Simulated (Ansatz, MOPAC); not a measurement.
System: BH (charge 0, singlet). SMILES: [BH]

Atoms: B1, H2. Bonds: B1-H2.

Bond lengths (Å) and angles (degrees) optimised at PM6 with MOPAC; PM7 with MOPAC; B3LYP/6-31G* with Ansatz (an electronic-structure program), each started from the B3LYP-D3(BJ)/def2-TZVP structure (Ansatz) of the last column. A row stands for all coordinates that are equal there. 6-31G* holds six Cartesian d functions.

```
coordinate    PM6    PM7  B3LYP/6-31G*  B3LYP-D3(BJ)/def2-TZVP
----------  -----  -----  ------------  ----------------------
B1-H2       1.201  1.200         1.245                   1.233
```

Mean signed difference of all 1 bond lengths from B3LYP-D3(BJ)/def2-TZVP: PM6 -0.032 Å, PM7 -0.033 Å, B3LYP/6-31G* 0.012 Å.
